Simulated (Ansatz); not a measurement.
`CS[Si](F)(F)F` + HI → `F[Si](F)(F)I` + CH₃SH at 700 K and 1 bar (ligand exchange at the Si–S bond).

Computed with Ansatz on PBE0-D4/def2-TZVP structures; ΔE is electronic, products minus reactants. CCSD(T)/CBS is the MP2 limit (def2-TZVPP, def2-QZVPP) plus CCSD(T) − MP2 in def2-TZVPP, frozen cores. This one scheme is used for every species. Elements past krypton have def2 core potentials. For I outer-core shells are correlated without core-valence functions, which leaves a few kJ/mol of doubt a bond. Each species was taken in one conformer, which may not be the lowest.

```csv
species,CCSD(T)/CBS energy (Eh),H − E (kJ/mol),S (J/(mol·K))
`CS[Si](F)(F)F`,-1026.33397,207.3,485.1
HI,-298.03592,34.6,231.7
`F[Si](F)(F)I`,-886.14639,82.0,406.6
CH₃SH,-438.22835,160.2,309.0
```

H − E and S are ideal-gas, rigid-rotor, harmonic terms from PBE0-D4/def2-TZVP, for one conformer and one mirror image of each species. 1 Eh = 2625.50 kJ/mol, R = 8.31446 J/(mol·K).

Q: By hand: ΔE, ΔH, ΔS and ΔG.

A: ΔE = (-886.14639) + (-438.22835) − (-1026.33397) − (-298.03592) = -0.00485 Eh = -12.7 kJ/mol. Δ(H − E) = 82.0 + 160.2 − 207.3 − 34.6 = 0.3, so ΔH = -12.4 kJ/mol. ΔS = 406.6 + 309.0 − 485.1 − 231.7 = -1.2 J/(mol·K). ΔG = -12.4 − 700 × (-1.2)/1000 = -11.6 kJ/mol.

Q: By hand: the equilibrium constant, and the temperature at which ΔG would vanish if ΔH and ΔS stayed fixed.

A: log₁₀ K = −ΔG/(RT ln 10) = 0.9. ΔG = 0 at ΔH/ΔS = 10333 K, far beyond where these terms or the molecules hold.

The number of gas molecules stays the same, so ΔS is small and ΔH decides. A doubt of 5 kJ/mol in ΔE shifts log₁₀ K by 0.4 here. Other conformers and mirror images would add mixing entropy, several J/(mol·K) or more a flexible species. Modes under 60 cm⁻¹, often nearly free rotors, make the harmonic entropy too high. These are equilibria of isolated gas molecules and say nothing of rates. Largest T1 diagnostic: 0.011 (customary marks: 0.02 for closed shells, 0.045 for open ones).
